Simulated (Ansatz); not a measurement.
A made-up structure of AlH₂TeCl, closed shell:

```xyz
5
angstrom
Cl -0.3361 -0.6215 -0.3089
Al -2.0736 0.0637 0.6399
Te 1.7900 0.6987 -0.0609
H -0.3734 -1.7398 -1.0280
H 0.9999 1.8029 0.8891
```

It is relaxed with PBE-D4/def2-SVP and then PBE0-D4/def2-TZVP (Ansatz 0.2.0). Atoms count as bonded within 1.22 times the sum of their covalent radii (H–H: 0.88 Å). The end point is not checked to be a true minimum.

(1) Does its bonding change? (A judgement: the text doesn't fix the answer.)

Results:

(1) Computed: Yes. Formed: Al2–Te3; broken: Cl1–Al2, Cl1–Te3.

Where it ends: The first stage lowers the energy by 5.23 eV in 17 steps. It ends as a complex of AlHTe ([Al][TeH]) + HCl:
```xyz
5
angstrom
Cl -0.1173 -1.7924 -1.1348
Al -1.0411 0.5030 0.6283
Te 1.4710 1.3008 0.4239
H -1.2658 -2.3593 -1.1758
H 0.9601 2.5518 1.3895
```

Labels in which every atom is bracketed show which atoms are joined, not bond orders.

For scale, one of the runs: PBE0-D4/def2-TZVP relaxation, 136 basis functions, launched by `ansatz run in.yaml --threads 2 --pin off --events-out ev --progress --plain --max-ram 4352MiB`. Hardware: 2 CPU threads of an Intel Xeon Platinum 8259CL, shared host. Wall time about 21 s.
